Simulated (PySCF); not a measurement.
These are B3LYP-D3(BJ)/def2-TZVP // TPSS-D3(BJ)/def2-SVP run with PySCF values and carry that method's errors. Isolated molecules, 0 K electronic values unless said otherwise. One relaxed conformer stands for a flexible species; it need not be the lowest. B3LYP has the VWN-RPA correlation part, as in Gaussian. 

Reference species: [Nb(=O)(F)3] (neutral, multiplicity 1).

- charge on the central atom (Mulliken): 1.88 e
- HOMO–LUMO gap: 7.54 eV
- HOMO: -10.35 eV

After one change: the charge on the central atom (Mulliken) falls by 0.65 e; the HOMO–LUMO gap drops by 3.05 eV; the HOMO rises by 2.99 eV.

Problem. Which change was made? The new species is one of these.
(A) [Nb(=O)(H)3]
(B) [Nb(=O)(SH)3]
(C) [Nb(=O)(OH)3]
(D) [Nb(=O)(OCH3)3]

Solution. B, [Nb(=O)(SH)3]
